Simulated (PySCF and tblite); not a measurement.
Values are calculated unless marked as measured or tabulated.
C₇H₁₂, numbered as in [CH3:1]/[CH:2]=[CH:3]\[CH:4]=[CH:5]\[CH2:6][CH3:7].

The ensemble was built from 90 distance-geometry starts (ETKDG, MMFF94s, GFN2-xTB) and rests on GFN2-xTB geometries. Free energies are B3LYP-D3(BJ)/def2-SVP (IEF-PCM, dimethylsulfoxide) single points with GFN2-xTB rigid-rotor and vibrational terms (modes under about 100 cm⁻¹ blended into free rotors). Symmetry numbers and mirror images are counted. Conformers within 2.5 kcal/mol (GFN2-xTB free energy) were kept, 4 at most. GIAO shieldings: wB97X-D/pcSseg-1 (IEF-PCM, dimethylsulfoxide). Shifts are against TMS (¹H), TMS (¹³C) at the same level. Codes: tblite and PySCF.

Q: List the conformer-averaged shifts at 298.15 K.

A: ¹H: 6.76 (H4, 1H), 6.25 (H3, 1H), 6.21 (H5, 1H), 5.79 (H2, 1H), 2.26 (H6, 2H), 1.97 (H1, 3H), 1.13 (H7, 3H) ppm. ¹³C: 148.4 (C5), 136.7 (C3), 136.0 (C2), 131.2 (C4), 31.3 (C6), 17.0 (C1), 16.4 (C7) ppm.

Q: How do the conformers differ?

A: Torsions listed: C2–C3–C4–C5, C4–C5–C6–C7. Of a mirror pair one member is shown.
```tsv
conformer	shape	weight %
1	180°, 118°	67.2
2	180°, 0°	32.8
```

```csv
signal,1,2,average
H1,1.97,1.98,1.97
H2,5.80,5.78,5.79
H3,6.23,6.30,6.25
H4,6.82,6.65,6.76
H5,6.11,6.40,6.21
H6,2.23,2.34,2.26
H7,1.10,1.20,1.13
C1,17.0,17.0,17.0
C2,136.3,135.5,136.0
C3,136.6,137.0,136.7
C4,132.2,129.1,131.2
C5,148.7,147.8,148.4
C6,32.3,29.1,31.3
C7,18.1,12.7,16.4
```

Shifts are unscaled: against experiment ¹³C can be off by 15 ppm or more and ¹H by 0.8 ppm.
